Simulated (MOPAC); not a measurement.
MOPAC input (PM3):

```
PM3 1SCF CHARGE=1 GEO-OK AUX(PRECISION=9) THREADS=1
CHCl2

Cl   -1.43370246 1   -0.17800052 1    0.01936132 1
C    -0.00925733 1    0.60505668 1   -0.02645622 1
Cl    1.43849366 1   -0.13515052 1   -0.00566873 1
H    -0.02590629 1    1.69322759 1   -0.07403672 1
```

From the last part of the output:

```
                                                       MOPAC v23.2.5 Linux

          FINAL HEAT OF FORMATION =        204.00944 KCAL/MOL =     853.57550 KJ/MOL

          COSMO AREA              =         94.21 SQUARE ANGSTROMS
          COSMO VOLUME            =         77.61 CUBIC ANGSTROMS

          IONIZATION POTENTIAL    =         16.195765 EV
          HOMO LUMO ENERGIES (EV) =        -16.196 -7.914
          NO. OF FILLED LEVELS    =          9
          MOLECULAR WEIGHT        =         83.9249         POINT GROUP:  C2v

          MOLECULAR DIMENSIONS (Angstroms)

            Atom       Atom       Distance
           Cl     3   Cl     1     2.87262
           Cl     1    H     4     1.85179
            C     2   Cl     3     0.00000

          SCF CALCULATIONS        =          1

   ATOM   CHEMICAL          X               Y               Z
  NUMBER   SYMBOL      (ANGSTROMS)     (ANGSTROMS)     (ANGSTROMS)

     1      Cl         -1.43370246  *  -0.17800052  *   0.01936132  *
     2       C         -0.00925733  *   0.60505668  *  -0.02645622  *
     3      Cl          1.43849366  *  -0.13515052  *  -0.00566873  *
     4       H         -0.02590629  *   1.69322759  *  -0.07403672  *

                             CARTESIAN COORDINATES

   1   Cl       -1.433702460    -0.178000520     0.019361320
   2    C       -0.009257330     0.605056680    -0.026456220
   3   Cl        1.438493660    -0.135150520    -0.005668730
   4    H       -0.025906290     1.693227590    -0.074036720

           Empirical Formula: C H Cl2  =     4 atoms

      MOLECULAR POINT GROUP   :   C2v

                  EIGENVALUES
 -62.82329 -59.49883 -30.25648 -22.42403 -21.81740 -19.22435 -16.58134 -16.48899
 -16.19576  -7.91429  -5.67849  -4.14108  -2.67396

              NET ATOMIC CHARGES AND DIPOLE CONTRIBUTIONS

  ATOM NO.   TYPE          CHARGE      No. of ELECS.   s-Pop       p-Pop
    1         Cl           0.600274        6.3997     1.97774     4.42199
    2          C          -0.376792        4.3768     1.35628     3.02052
    3         Cl           0.600274        6.3997     1.97774     4.42199
    4          H           0.176243        0.8238     0.82376
 DIPOLE           X         Y         Z       TOTAL
 POINT-CHG.     0.007    -0.443     0.019     0.443
 HYBRID        -0.012     0.786    -0.034     0.787
 SUM           -0.005     0.343    -0.015     0.343

          ATOMIC ORBITAL ELECTRON POPULATIONS

     Atom    s        px        py        pz
    1 Cl   1.97774   1.11664   1.72878   1.57657
    2  C   1.35628   1.05294   1.12031   0.84726
    3 Cl   1.97774   1.08856   1.75616   1.57727
    4  H   0.82376

 **********************
 *                    *
 * JOB ENDED NORMALLY *
 *                    *
 **********************

 == MOPAC DONE ==
```

The dipole moment of an ion depends on the origin.
